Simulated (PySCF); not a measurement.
Ionisation energy of Xe by level of theory

Xe [Xe] (1S) → Xe⁺ [Kr] 4d10 5s2 5p5 (2P), as a difference of total energies. Calculation: PySCF 2.14, in ANO-RCC-VTZP; the spin-free X2C one-electron Hamiltonian (Gaussian nucleus). Correlated levels: valence and next inner shell: [Ar] 3d10 frozen. The calculations carry no spin-orbit coupling.

Q: Order these methods by the ionisation energy they give, lowest first.
A. UHF
B. MP2 (valence and next inner shell)
C. CCSD(T) (valence and next inner shell)
D. SCS-MP2 (valence and next inner shell)

A: A (11.476 eV), C (12.321 eV), D (12.353 eV), B (12.465 eV).

A first-order spin-orbit estimate (lowest level to lowest level, LS coupling) adds -0.405 eV.

Errors of the correlated levels include the incompleteness of this basis and the frozen core.

For comparison: 12.130 eV (measured; NIST Atomic Spectra Database, ionization energies).
